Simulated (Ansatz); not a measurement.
Wavefunction ladder for F4Zr, SMILES `[F][Zr]([F])([F])[F]`

Z-matrix (Å, degrees):
```
Zr
F 1 1.893
F 1 1.893 2 109.5
F 1 1.893 2 109.5 3 120.0
F 1 1.893 2 109.5 3 -120.0
```

Total charge 0; spin multiplicity 1. Correlated methods include outer-core shells of Zr, which these sets cover unevenly. Zr takes the def2 core potential. All single points use the PBE0-D4/def2-TZVP geometry. Frozen core, restricted reference, the Gaussian-basis code of Ansatz.

| basis | HF (Eh) | MP2 corr. |
| --- | --- | --- |
| def2-SVP | -444.29861 | -0.99437 |
| def2-TZVPP | -444.82057 | -1.34850 |
| def2-QZVPP | -444.84414 | -1.49801 |

Estimate the CCSD correlation energy and the (T) correction in each basis where they were run (hartree).


| basis | CCSD corr. | (T) |
| --- | --- | --- |
| def2-SVP | -0.99054 | -0.02283 |
| def2-TZVPP | -1.33641 | -0.04618 |
